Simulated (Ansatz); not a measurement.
Mulliken charges of CH5NSSn, SMILES `N=[C](S)[SnH3]` from r2SCAN/def2-TZVPP in Ansatz (PBE0-D4/def2-TZVP geometry).

```
atom   x (Å)   y (Å)   z (Å)  charge (e)
  N1   0.610   0.860  -1.755      -0.289
  C2   0.667   0.470  -0.555      -0.077
  S3   2.167   0.817   0.310      -0.060
 Sn4  -0.923  -0.580   0.495       0.494
  H5  -0.277   0.631  -2.198       0.167
  H6   1.816   0.264   1.481       0.088
  H7  -2.187  -0.714  -0.644      -0.117
  H8  -0.373  -2.115   0.991      -0.103
  H9  -1.411   0.321   1.857      -0.103
```

Task: By hand: the dipole of these point charges (1 e Å = 4.8032 D).

Result: Σ q r = (-0.260, -0.223, 0.321) e Å, of length 0.469 e Å = 2.25 D.

Task: How does the dipole of the full density compare? (An estimate is asked.)

Result: Ansatz gave: (-0.365, -0.268, 0.319) e Å, 2.66 D; the point charges give 0.85 times that, at 9° from its direction.

Point charges leave out the atoms' own dipoles, such as those of lone pairs, and Mulliken's split depends on the basis, so the two needn't agree.
